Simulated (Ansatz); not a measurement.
## Reading a saddle point

A first-order saddle point of CH6BBr, closed shell, PBE0-D4/def2-TZVP, with one imaginary mode of 714i cm⁻¹:

```xyz
9
angstrom
B -0.2861 -0.7925 0.0549
Br 0.6070 -0.9513 -2.0825
H -1.4404 -0.9685 -0.1703
H 0.3924 -1.5739 0.6406
H 0.4122 0.1069 -0.8519
C 0.0652 0.7979 0.4484
H -0.4600 1.5906 -0.0866
H -0.3996 0.7188 1.4396
H 1.1092 1.0721 0.6078
```

Ansatz 0.2.0; basis: def2-TZVPP and def2-QZVPP; cores frozen in the correlated methods. Filled d shells of the heavier atoms are correlated. The def2 sets are not built for correlating such inner shells, so the correlated values are less sure here. Extrapolation: Hartree–Fock as exp(−7.88 √X), correlation as X^−2.97.

Which contacts change along the imaginary mode, and what lies on either side? (Judge from chemistry; the calculation decides.)

Computed: The step is BH₂Br ([BH2][Br]) + CH₄ → CH₅B ([BH2][CH3]) + HBr, with the molecules in contact on both sides. Shortening one way: B1–C6, Br2–H5; lengthening the same way: B1–Br2, H5–C6.
| pair | one side (Å) | saddle (Å) | other side (Å) |
| --- | --- | --- | --- |
| B1–C6 | 3.43 | 1.68 | 1.56 |
| Br2–H5 | 3.41 | 1.63 | 1.42 |
| B1–Br2 | 1.89 | 2.32 | 2.76 |
| H5–C6 | 1.09 | 1.51 | 3.16 |

Which side is lower, and how far does the saddle lie above each? (Judge from chemistry; the value comes from the calculation.)

The calculation gives: The side with B1–Br2, H5–C6 short is lower by 85.5 kJ/mol; the saddle lies 149.7 kJ/mol above it and 64.2 kJ/mol above the other (CCSD(T) at an estimated basis limit (MP2 extrapolated from triple and quadruple zeta, plus CCSD(T) − MP2 in triple zeta); electronic energies).

No T1 diagnostic of these runs exceeds 0.010. The start structure is not quite a true minimum (one mode of 43i cm⁻¹). The end structure is not quite a true minimum (one mode of 69i cm⁻¹).

Labels in which every atom is bracketed show which atoms are joined, not bond orders.

For scale, one of the runs: CCSD(T)/def2-TZVPP, 194 basis functions, launched by `ansatz run in.yaml --threads 4 --pin off --events-out ev --progress --plain --max-ram 9574MiB`. The run took 59 s on 4 CPU threads of an Intel Xeon (shared host), with 2.3 GiB of host memory at its peak.
